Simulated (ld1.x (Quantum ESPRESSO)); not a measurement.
# PBEsol PAW dataset for aluminium, scalar-relativistic all-electron reference.

Al, PAW, made with ld1.x (Quantum ESPRESSO) 7.5 (PBEsol, scalar-relativistic). Core [Ne], reference 3s2 3p1. Waves: 3s (bound): rcut 1.55, rcutus 1.90 bohr; 3s channel at 0.25 Ry: rcut 1.55, rcutus 1.90 bohr; 3p (bound): rcut 2.55, rcutus 2.85 bohr; 3p channel at 1.5 Ry: rcut 2.55, rcutus 2.85 bohr. Local part: all-electron potential smoothed inside 1.50 bohr (lloc = -1). Core correction: Bessel-smoothed model core inside 0.85 bohr. Augmentation charge: PSQ, inside the norm-conserving radii.

Task: Does the generator finish with these settings?

Result: Yes, a potential is produced and its reference levels are reproduced.

Task: Estimate the cutoffs (Ry, on a coarse ladder) from which the occupation-weighted sum of valence levels, in a spherical-Bessel basis at the reference potential, stays within 10 and 1 mRy of its value at 400 Ry.

Result: 8 Ry and 12 Ry.

Task: What does a ghost test show?

Result: No extra level below or beside the all-electron valence levels (s, p, d, f tested).

Task: Is the overlap operator S = 1 + Σ q|β⟩⟨β| positive definite (Bessel basis up to 400 Ry)?

Result: Yes: its lowest eigenvalue is 0.44 (s channel).

Task: Which valence shell sets the plane-wave cutoff?

Result: 3s: its level needs 10 Ry to come within 1 mRy, against 6 Ry for 3p.

Task: Tests: 3s2 3p0; 3s1 3p0; 3s2 3p0.5; 3s2 3p1.3; 3s0 3p3; 3s1 3p1; 3s1 3p2. Which has the largest error in its energy relative to the reference configuration, and how large is it?

Result: 3s1 3p0, with -22 meV (all-electron minus pseudo) on +24.91 eV.
